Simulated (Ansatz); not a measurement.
Geometry optimisation, Ansatz, RKS PBE-D4/def2-SVP.

Input:

```yaml
crystal:
  periodic: [false, false, false]
  atoms:
    - { symbol: B, position_ang: [0.021281, -0.44954, -0.355786] }
    - { symbol: Cl, position_ang: [-0.002999, 0.275188, 2.613519] }
    - { symbol: H, position_ang: [1.088132, 0.092286, -0.51182] }
    - { symbol: H, position_ang: [-1.074547, 0.032011, -0.508521] }
    - { symbol: Br, position_ang: [0.077695, -2.418278, 0.014208] }
    - { symbol: H, position_ang: [0.045338, -1.045267, 2.396699] }
basis:
  gaussian: { orbitals: def2-SVP }
hamiltonian:
  xc: pbe
  dispersion: d4
relax:
  f_tol: 0.03
  max_steps: 50
```

Run as:

```bash
$ ansatz run input.yaml --threads 1 --pin off --max-ram 2048MiB --backend cpu --events-out ev --progress --plain --runs-dir out
```

Where does it end, and by what steps?

It converged. After 6 steps the energy has fallen by 0.086 eV; Cl2 moved furthest, 0.29 Å.

```csv
step,energy less start (eV),largest force component (eV/Å),accepted
0,0.0000,1.084,yes
1,-0.0612,0.672,yes
2,-0.0570,0.719,no
3,-0.0736,0.658,yes
4,-0.0830,0.268,yes
5,-0.0852,0.042,yes
6,-0.0856,0.009,yes
```

```xyz
6
Properties=species:S:1:pos:R:3
B 0.021 -0.466 -0.264
Cl 0.001 0.247 2.322
H 1.077 0.097 -0.438
H -1.065 0.035 -0.438
Br 0.077 -2.392 -0.079
H 0.043 -1.034 2.546
```

Whether the end is a true minimum wasn't checked by a vibrational analysis.

Run time: 17 s on 1 thread of Arm Neoverse V1 (shared host), peak memory 0.14 GiB.
